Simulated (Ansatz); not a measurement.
Vertical ionisation energy (eV) of eight silicon and germanium compounds: PBE beside ωB97X-V, computed with Ansatz (an electronic-structure program) for isolated molecules in the bases named; differences from unrounded values. The eight are the first of their class met in an unordered collection, after screening for sound electronic states; none was chosen by its value. Functionals give these values as differences of separate SCF runs (ΔSCF), EOM-CCSD as a root; each molecule has one DFT geometry for both levels.

```csv
molecule,basis,ωB97X-V
"C4H7FSi, SMILES F[C@@H]1CC=C1[SiH3]",def2-SVPD,9.86
"CH₅F₃Si₂, SMILES C[Si@H](F)[SiH](F)F",def2-SVPD,10.80
"C3H7FOSi, SMILES C([SiH2]CF)C=O",def2-SVPD,10.12
"(silylamino)silyloxymethane (CH9NOSi2), SMILES CO[SiH2]N[SiH3]",def2-SVPD,9.98
"C₃H₆OSi₂, SMILES O=C[Si@@H]1[SiH2]C=C1",def2-SVPD,9.11
"C3H6F2Si, SMILES FC(F)=CC[SiH3]",def2-SVPD,9.34
"C₄H₉NSi, SMILES C#C[Si@H](C)NC",def2-SVPD,8.88
"C4H9NSi, SMILES C([SiH2]N)CC#C",def2-SVPD,9.55
```

### Question
Estimate the PBE values and say how PBE differs from ωB97X-V over the set. (The exact figures need the calculation; the answer reports its results.)

### Answer

```json
[
 {"molecule": "C4H7FSi, SMILES F[C@@H]1CC=C1[SiH3]", "PBE": "9.54", "difference": "-0.32"},
 {"molecule": "CH₅F₃Si₂, SMILES C[Si@H](F)[SiH](F)F", "PBE": "10.14", "difference": "-0.65"},
 {"molecule": "C3H7FOSi, SMILES C([SiH2]CF)C=O", "PBE": "9.46", "difference": "-0.66"},
 {"molecule": "(silylamino)silyloxymethane (CH9NOSi2), SMILES CO[SiH2]N[SiH3]", "PBE": "9.13", "difference": "-0.85"},
 {"molecule": "C₃H₆OSi₂, SMILES O=C[Si@@H]1[SiH2]C=C1", "PBE": "8.58", "difference": "-0.53"},
 {"molecule": "C3H6F2Si, SMILES FC(F)=CC[SiH3]", "PBE": "9.01", "difference": "-0.33"},
 {"molecule": "C₄H₉NSi, SMILES C#C[Si@H](C)NC", "PBE": "8.44", "difference": "-0.44"},
 {"molecule": "C4H9NSi, SMILES C([SiH2]N)CC#C", "PBE": "8.53", "difference": "-1.02"}
]
```
PBE lies below ωB97X-V in 8 and above it in 0 of the eight; the mean signed difference is -0.60 and the largest -1.02 eV.
